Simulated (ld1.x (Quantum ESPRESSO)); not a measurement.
Co (Z = 27): variants of one RRKJ potential

Base potential:

Co, norm-conserving RRKJ (Kleinman–Bylander form), made with ld1.x (Quantum ESPRESSO) 7.5 (LDA (PZ), scalar-relativistic). Core [Ne], reference 3s2 3p6 3d7 4s2 4p0. Waves: 3p (bound): rc 1.10 bohr; 3d (bound): rc 1.65 bohr; 3s (bound): rc 0.95 bohr. Local part: the s channel. Core correction: none. rho0 = 0.01.

Occupied shells without a wave of their own: 4s. They enter only through the test configuration that unscreens the potential.

All-electron outer shells of the reference configuration (LDA (PZ), scalar-relativistic, ld1.x):

| shell | level (eV) | outermost node (bohr) | outermost maximum (bohr) |
| --- | --- | --- | --- |
| 2s | -897.10 | 0.08 | 0.21 |
| 2p | -769.46 | – | 0.17 |
| 3s | -101.87 | 0.31 | 0.67 |
| 3p | -65.51 | 0.28 | 0.68 |
| 3d | -8.46 | – | 0.66 |
| 4s | -5.68 | 0.96 | 2.29 |
| 4p | -1.39 | 1.05 | 3.21 |

Cutoffs, loose and tight: the cutoffs (Ry, on a coarse ladder) from which the occupation-weighted sum of valence levels, in a spherical-Bessel basis at the reference potential, stays within 10 and 1 mRy of its value at 400 Ry. They do not see the model core or the augmentation charge, which bear on the density cutoff. Test errors are all-electron minus pseudo excitation energies from the reference, over the configurations 3s2 3p6 3d7 4s1 4p0; 3s2 3p6 3d7 4s0 4p0; 3s2 3p6 3d6 4s0 4p0; 3s2 3p6 3d5 4s0 4p0; 3s2 3p6 3d8 4s1 4p0; 3s2 3p6 3d6 4s2 4p1; 3s2 3p6 3d7.5 4s1.5 4p0 (two spin-polarised tests are not counted in the largest error). A dash means not determined; rows that change the core or the reference have their own tests.

| change | outcome | cutoff, loose | cutoff, tight | bound ghosts | largest test error (meV) |
| --- | --- | --- | --- | --- | --- |
| base | generated, misses its reference levels by 0.19 eV | 160 Ry | 260 Ry | none | -955 |
| all radii scaled by about 0.78 (s 0.74, p 0.86, d 1.28 bohr) | generated | 230 Ry | over 300 Ry | none | -257 |
| all radii scaled by about 0.84 (s 0.80, p 0.92, d 1.40 bohr) | generated | 230 Ry | over 300 Ry | none | -336 |
| all radii scaled by about 0.95 (s 0.90, p 1.04, d 1.58 bohr) | generated | 180 Ry | 300 Ry | none | -694 |
| all radii scaled by about 1.17 (s 1.12, p 1.28, d 1.94 bohr) | generated, misses its reference levels by 0.48 eV | 110 Ry | 160 Ry | none | -2365 |

What comes out with this change to the base: all radii scaled by about 1.30 (s 1.24, p 1.42, d 2.14 bohr)?

outcome: generated, misses its reference levels by 0.82 eV; cutoff, loose: 70 Ry; cutoff, tight: 120 Ry; bound ghosts: none; largest test error (meV): -3968.

What comes out with this change to the base: all radii scaled by about 1.08 (s 1.02, p 1.18, d 1.78 bohr)?

outcome: generated, misses its reference levels by 0.30 eV; cutoff, loose: 140 Ry; cutoff, tight: 180 Ry; bound ghosts: none; largest test error (meV): -1526.

What comes out with this change to the base: all radii scaled by about 1.39 (s 1.32, p 1.54, d 2.30 bohr)?

outcome: generated, misses its reference levels by 1.15 eV; cutoff, loose: 60 Ry; cutoff, tight: 100 Ry; bound ghosts: none; largest test error (meV): -5507.

Reading the sweep of the scale of all radii (base = 1) (base included, trends over the rows without a ghost): The loose cutoff falls from 230 Ry at 0.78 to 60 Ry at 1.39. A larger radius leaves more room for a smooth pseudo-wave, so fewer plane waves are needed; a smaller one forces it to follow the all-electron wave where it bends sharply. The median size of the test errors (rows with all tests solved) rises from 62.4 meV at 0.78 to 1521.4 meV at 1.39. More of the atom is replaced by a form fitted at one configuration, so other configurations suffer as the radius grows.
